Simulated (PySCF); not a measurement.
Gas-phase reaction: WF5OH + 6 OH = WO2F2 + 2 H2O + 3 HOF

Method: PySCF energies plus ideal-gas RRHO corrections (1 bar). † marks an energy on the PBE0/def2-TZVP geometry and frequencies. MP2 and CCSD(T) freeze the core. Open shells (unrestricted): OH (multiplicity 2, electronic degeneracy 4); the rest are closed-shell singlets. Spin-orbit splitting is ignored; it lowers the true energy and changes the entropy of OH. W: scalar-relativistic def2 core potential, no spin-orbit coupling. WF5OH, WO2F2: computed as isolated molecules; such fragments, hydroxides, amides, oligomers or adducts are transient or little studied in the gas. MP2 isn't extrapolated to the basis-set limit; its ΔH°(298 K) is -292.1 kJ in def2-SVP and -364.8 kJ in def2-TZVPP. CCSD(T) isn't extrapolated to the basis-set limit. The harmonic model lacks anharmonicity and excited electronic states, which grow with temperature; levels with a mode under 35 cm⁻¹ are left out. Soft modes under 120 cm⁻¹ make the harmonic entropy rough for WF5OH. Warning, large T1 diagnostic: WF5OH, WO2F2 (CCSD(T)/def2-SVP†).

```
level               ΔE electronic, kJ  ΔH°(298 K), kJ  ΔS°(298 K), J/K  ΔG°(800 K), kJ
------------------  -----------------  --------------  ---------------  --------------
BLYP/def2-TZVP†                  -340            -297             -124            -183
CCSD(T)/def2-SVP†                -217            -175             -124             -61
HF/def2-TZVP†                     446             488             -124             602
M06-2X/def2-TZVP†                -267            -225             -124            -111
MP2/def2-SVP†                    -334            -292             -124            -178
PBE/def2-TZVP†                   -393            -351             -124            -237
PBE0/def2-SVP†                   -235            -193             -124             -79
r2SCAN/def2-TZVP†                -206            -163             -124             -49
ωB97M-V/def2-TZVP†               -262            -220             -124            -106
```
ΔH° is lowest at PBE/def2-TZVP† and highest at HF/def2-TZVP†. No reference value is set beside these.
